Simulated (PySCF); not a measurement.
Be(Me)2 cation (C₂H₆Be), SMILES [CH3][Be][CH3] (connectivity only; charge and spin as stated), charge +1, multiplicity 2.

Geometry optimised at PBE-D3(BJ)/def2-TZVP. The spin state was assumed, not searched. The isomer is the one that the SMILES or the coordinates give; other isomers of the formula were not compared.

Method: PySCF with PBE-D3(BJ)/def2-TZVP.

Frequencies are harmonic and unscaled.

Modes within 1.5 cm⁻¹ of each other (mostly degenerate sets) share a row, with their intensities summed.

Q: List the normal modes with their intensities. (An estimate is asked for; the answer gives what the named calculation found.)

A: 
| mode | ν (cm⁻¹) | IR (km/mol) | moving atoms (share of kinetic energy) |
|---|---|---|---|
| 1 | 31 | 0.0 | H 100 % |
| 2–3 | 114 | 54.1 | Be 68 %, H 19 %, C 13 % |
| 4–6 | 439 | 195.8 | C 77 %, H 23 % |
| 7–8 | 493 | 0.0 | H 90 %, C 10 % |
| 9 | 680 | 726.7 | Be 45 %, C 37 %, H 18 % |
| 10 | 942 | 223.1 | H 67 %, Be 32 % |
| 11 | 1109 | 0.0 | H 78 %, C 22 % |
| 12–13 | 1316 | 28.1 | H 92 %, C 8 % |
| 14–15 | 1324 | 0.0 | H 92 % |
| 16 | 2947 | 167.1 | H 99 % |
| 17 | 2952 | 0.0 | H 99 % |
| 18–19 | 3085 | 98.6 | H 90 %, C 10 % |
| 20–21 | 3090 | 0.0 | H 90 %, C 10 % |
